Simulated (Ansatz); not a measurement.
Reaction (formal exchange of groups at a C–Ga bond): `N#[C][GaH2]` + `N#C[SiH](F)F` → `N#C[Si](F)(F)C#N` + `[GaH3]`

Isolated molecules relaxed with PBE0-D4/def2-TZVP in Ansatz; ΔE leaves out vibrations. CBS: MP2 limit from def2 TZ/QZ plus the TZ coupled-cluster correction, frozen cores. This one scheme is used for every species. Functionals use def2-TZVPP. For Ga outer-core shells are correlated without core-valence functions, which leaves a few kJ/mol of doubt a bond. Scalar relativity is left out up to krypton.

Q: Is it downhill or uphill in electronic energy at CCSD(T)/CBS, and by how much? (Estimate.)

A: The calculation gave: Uphill: ΔE = +40.4 kJ/mol.

Q: What do these levels give: CAM-B3LYP-D4, B2PLYP, CAM-B3LYP, RPA@PBE/def2-TZVPP, CCSD/def2-TZVPP, CCSD(T)/def2-TZVPP? (An estimate is asked.)

A: Ansatz gave: CAM-B3LYP-D4 36.5, B2PLYP 38.6, CAM-B3LYP 38.7, RPA@PBE/def2-TZVPP 39.4, CCSD/def2-TZVPP 41.3, CCSD(T)/def2-TZVPP 39.9 kJ/mol.

Largest T1 diagnostic among the species: 0.014.

Leaving LDA and LC-ωPBE aside and taking each functional with its dispersion term where it has one, the values, not all of them listed here, spread over 20.4 kJ/mol, from B97M-V to PBE-QIDH. LDA lies −4.4 kJ/mol from PBE without D4. From r2SCAN to r2SCAN0 (25 % exact exchange), in def2-TZVPP and without D4, ΔE moves by +3.4 kJ/mol.
